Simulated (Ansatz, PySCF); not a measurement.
Noncovalent pair: dimethyl selenide (SMILES C[Se]C) (first 9 atoms) with NH3 (SMILES N); geometry from B3LYP-D3(BJ)/def2-TZVP, rigid monomers moved along the line of their centres of mass till H8···N10 is 2.44 Å.
(charge 0, multiplicity 1):
```xyz
13

C     -0.7987     0.0632    -1.8323
Se    -0.6052     0.3573     0.0973
C      1.3183     0.7299     0.1027
H     -0.1782    -0.7731    -2.1477
H     -1.8452    -0.1698    -2.0179
H     -0.5251     0.9642    -2.3773
H      1.8596    -0.1130    -0.3225
H      1.5866     0.8564     1.1492
H      1.5251     1.6379    -0.4597
N      0.3544     0.1730     3.1450
H      0.7498    -0.1973     4.0016
H     -0.3913     0.8091     3.4041
H     -0.0745    -0.5986     2.6451
```

Interaction energies are E(AB) − E(A) − E(B) at the monomers' geometry in the complex; basis-set methods are counterpoise corrected.

Frozen-core correlation. Filled d and f shells under p-block atoms count as core.

Codes used: Ansatz (a quantum-chemistry and plane-wave program) with Gaussian orbitals; PySCF for the dispersion terms. Values without a source in brackets are computed.

PBE/def2-TZVPPD gives -1.11 kcal/mol for the interaction energy.

### Question
Where do these levels fall relative to PBE: PBE-D3(BJ)/def2-TZVPPD, r2SCAN/def2-TZVPPD, PBE0/def2-TZVPPD, wB97M-V/def2-TZVPPD, MP2/aug-cc-pVDZ, CCSD(T)/aug-cc-pVDZ.

### Answer
PBE-D3(BJ)/def2-TZVPPD -1.33; r2SCAN/def2-TZVPPD -0.62; PBE0/def2-TZVPPD -0.03; wB97M-V/def2-TZVPPD -1.07; MP2/aug-cc-pVDZ -0.49; CCSD(T)/aug-cc-pVDZ -0.28 kcal/mol. 0 of 6 lie above PBE; the widest gap is to PBE-D3(BJ)/def2-TZVPPD.
